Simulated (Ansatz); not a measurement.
Ti(Cl)3(OH) (Cl3HOTi), SMILES [OH][Ti]([Cl])([Cl])[Cl], multiplicity 1.

The structure is a stationary point at r2SCAN-D4/def2-SVP. A frequency run showed that this geometry is not a minimum. The spin state was assumed, not searched. The isomer is the one that the SMILES or the coordinates give; other isomers of the formula were not compared. The values are those of a single conformer.

Two levels are set side by side: PBE/def2-TZVPD (Ansatz, a first-principles code) and PBE0/def2-TZVPD (Ansatz). Energy differences of separate SCF runs at the same geometry; the states with an electron removed or added have multiplicity 2 and 2. Differences are taken from unrounded values.

| quantity | PBE0 |
|---|---|
| vertical ionisation energy (eV) | 11.12 |
| vertical electron affinity (eV) | 1.72 |
| vertical singlet–triplet gap (eV) | 4.03 |

Problem. What does PBE give, and how far is it from PBE0? (Estimate from the structure and the level; the computed values follow.)

Solution. 
| quantity | PBE | PBE minus PBE0 |
|---|---|---|
| vertical ionisation energy (eV) | 10.64 | -0.49 |
| vertical electron affinity (eV) | 1.09 | -0.63 |
| vertical singlet–triplet gap (eV) | 4.13 | 0.10 |
